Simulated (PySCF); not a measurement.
An unknown is described by computed data only.

Formula: C4H8N2Si2.

- UV, strongest line: among the 8 lowest singlet transitions: S8 at 6.94 eV (179 nm, f = 0.034) [TDDFT CAM-B3LYP/def2-SVPD]
- Polarisability: 109.5 au [CAM-B3LYP/def2-SVPD]
- 1H NMR: chemical shifts (computed TMS as zero) by class: 3.54 (3 H), 3.04 (3 H), 2.18 (1 H), 0.33 (1 H) ppm [GIAO PBE0/pcSseg-1]
- NMR, other nuclei: isotropic shieldings of nuclei other than C and H, by class: -91 (1 N), 237 (1 N), 408 (1 Si), 463 (1 Si) ppm [GIAO PBE0/pcSseg-1]
- Dipole: 4.53 D [CAM-B3LYP/def2-SVPD]
- Rotational structure: rotational constants A, B, C: 1.289, 1.070, 0.976 GHz [GFN2-xTB]
- 13C NMR: chemical shifts (computed TMS as zero) by class: 124.6 (1 C), 103.8 (1 C), 89.1 (1 C), 33.0 (1 C) ppm [GIAO PBE0/pcSseg-1]
- UV, first state: lowest singlet excitation: 5.52 eV (224 nm, f = 0.015) [TDDFT CAM-B3LYP/def2-SVPD]
- Triplet: lowest triplet excitation (Tamm–Dancoff): 4.92 eV [TDA CAM-B3LYP/def2-SVPD]

Electronic properties: PySCF, gas phase, density fitting. Levels stand in brackets. Geometry: GFN2-xTB, one conformer, isolated molecule. NMR classes are plain means over equivalent atoms (diastereotopic ones count apart unless rotation or inversion swaps them), as if these changed places fast.

Task: Propose a structure and show how it fits.

Result: Numbering: `[CH:1]#[C:2][Si@:3]([SiH3:4])([C:5]#[N:6])[NH:7][CH3:8]`. Its formula, C4H8N2Si2, gives 4 degrees of unsaturation: 0 rings and 4 π bonds in the structure found. 4 carbons fall into 4 classes; from least to most shielded: cyano carbon [C5] (124.6 ppm), terminal alkyne carbon [C1] (103.8 ppm), alkyne carbon [C2] (89.1 ppm), N-methyl carbon [C8] (33.0 ppm). Hydrogen classes from least to most shielded: 3 H on an SiH3 silicon, Si4 (3.54 ppm), 3 H on an N-methyl carbon, C8 (3.04 ppm), 1 H on a terminal alkyne carbon, C1 (2.18 ppm), 1 H on a silicon-bound nitrogen, N7 (0.33 ppm). The other shieldings belong to: -91 ppm, cyano nitrogen [N6]; 237 ppm, silicon-bound nitrogen [N7]; 408 ppm, four-coordinate silicon [Si3]; 463 ppm, SiH3 silicon [Si4]. The optimised geometry has point group C1 and is an asymmetric top. Structure: `C#C[Si@]([SiH3])(C#N)NC`. Computed isomers that give other values at the same levels: `C[SiH2]C([SiH3])(C#N)C#N` (13C chemical shifts (computed TMS as zero) by class: 119.5 (2 C), -5.5 (1 C), -7.2 (1 C) ppm); `C#C[Si@@H](CC#N)[SiH2]N` (13C chemical shifts (computed TMS as zero) by class: 127.4 (1 C), 107.4 (1 C), 85.9 (1 C), 1.3 (1 C) ppm); `c1ncn2c1C[SiH2][SiH2]2` (13C chemical shifts (computed TMS as zero) by class: 141.3 (1 C), 140.8 (1 C), 134.3 (1 C), 3.8 (1 C) ppm). The assignments are read from this structure; whether some other isomer fits the data as well wasn't checked. The mirror image fits equally.

Shape of the structure used: `[CH:1]#[C:2][Si@:3]([SiH3:4])([C:5]#[N:6])[NH:7][CH3:8]`: C2–Si3–N7–C8 60°.
